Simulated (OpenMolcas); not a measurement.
## Cr3+, Mo3+, W3+: d³ down the group

```yaml
Program: OpenMolcas 26.06
Method: MS-CASPT2, IPEA 0.25 Eh, imaginary shift 0.1 Eh
Basis: ANO-RCC-VQZP
Scalar_Hamiltonian: DKH2, point nucleus
Spin-orbit_coupling: RASSI with atomic mean-field integrals over the reference wave functions, term energies averaged over their components
```

Active space for each ion: 3 electrons in 10 orbitals (d d); closed shells correlated by CASPT2: Cr3+ 3s 3p; Mo3+ 4s 4p; W3+ 5s 5p.

Computed levels in cm-1 above ⁴F_3/2:

```json
{"Level": "⁴F_5/2", "Cr3+": "250", "Mo3+": "761", "W3+": "3780"}
{"Level": "⁴F_7/2", "Cr3+": "592", "Mo3+": "1720", "W3+": "7090"}
{"Level": "⁴F_9/2", "Cr3+": "1017", "Mo3+": "2810", "W3+": "9640"}
{"Level": "⁴P_1/2", "Cr3+": "14420", "Mo3+": "10480", "W3+": "18480"}
{"Level": "⁴P_3/2", "Cr3+": "14530", "Mo3+": "10420", "W3+": "19320"}
{"Level": "⁴P_5/2", "Cr3+": "14830", "Mo3+": "11800", "W3+": "18020"}
{"Level": "²G_7/2", "Cr3+": "14870", "Mo3+": "11490", "W3+": "15680"}
{"Level": "²G_9/2", "Cr3+": "15250", "Mo3+": "12260", "W3+": "25090"}
{"Level": "²P_1/2", "Cr3+": "19460", "Mo3+": "13810", "W3+": "11390"}
{"Level": "weight of ⁴F in the lowest level (%)", "Cr3+": "100", "Mo3+": "99", "W3+": "86"}
```

Mixed levels, with the weight of the term that names them: W3+ ⁴F_9/2 (70 %), W3+ ⁴P_1/2 (54 %), W3+ ⁴P_3/2 (52 %), W3+ ²G_9/2 (52 %), W3+ ²P_1/2 (54 %).

Measured, with the error of the calculation in %. Measured levels: Cr3+ from Sugar and Corliss, J. Phys. Chem. Ref. Data 6, 317 (1977); Mo3+ from Sugar and Musgrove, J. Phys. Chem. Ref. Data 17, 155 (1988); W3+ from the list in J. Phys. B 45, 035001 (2012).

| Level | Cr3+ | Mo3+ | W3+ |
| --- | --- | --- | --- |
| ⁴F_5/2 | 236 (+6.2) | 778 (-2.2) | 3537 (+7.0) |
| ⁴F_7/2 | 556 (+6.6) | 1760 (-2.2) | 6745 (+5.1) |
| ⁴F_9/2 | 946 (+7.5) | 2865 (-2.0) | 9256 (+4.2) |
| ⁴P_1/2 | 14059 (+2.6) | 10338 (+1.4) |  |
| ⁴P_3/2 | 14177 (+2.5) | 10331 (+0.8) |  |
| ⁴P_5/2 | 14471 (+2.5) | 11612 (+1.6) | 17190 (+4.8) |
| ²G_7/2 | 15052 (-1.2) | 11580 (-0.8) | 15261 (+2.7) |
| ²G_9/2 | 15402 (-1.0) | 12311 (-0.4) |  |
| ²P_1/2 | 19519 (-0.3) | 14348 (-3.8) |  |

The fine-structure level ⁴F_9/2 changes by a factor of 9.48 from Cr3+ to W3+.

Without spin-orbit coupling ⁴P lies 14100, 9710, 9660 cm-1 above ⁴F in that order; the difference to the level ⁴P_1/2, of either sign, comes from spin-orbit coupling, which also lowers the zero.

CASPT2 breaks the degeneracy within a term, and the mean is taken; among the terms shown or strongly mixed into the levels shown the widest spread is 780 cm-1 (3d³ ⁴F, Cr3+). Over all roots computed the reference weight is 0.89 to 0.96 in W3+; the roots of lowest weight are the least certain, and an intruder state may touch them. Active for correlation alone: 4d; no level in the range computed is led by a configuration that fills it, so any true level of that kind is missing (holds for Cr3+). Active for correlation alone: 5d; no level in the range computed is led by a configuration that fills it, so any true level of that kind is missing (holds for Mo3+). Active for correlation alone: 6d; no level in the range computed is led by a configuration that fills it, so any true level of that kind is missing (holds for W3+). The CASPT2 spread within a term exceeds the gap to the next term for 5d³ ²G and 5d³ ⁴P, 5d³ ²D(1) and 5d³ ²H, so the order of their levels is uncertain (holds for W3+). Measured partners are found by configuration, term and J. A level has none where our copy of the source lacks it or the pairing is in doubt (some pairs that miss far off the trend of their configuration count as doubtful), and it then counts in no deviation. Levels of configurations outside the active space are missing.

A number in round brackets counts repeated terms of one configuration in the order of the reference energies.
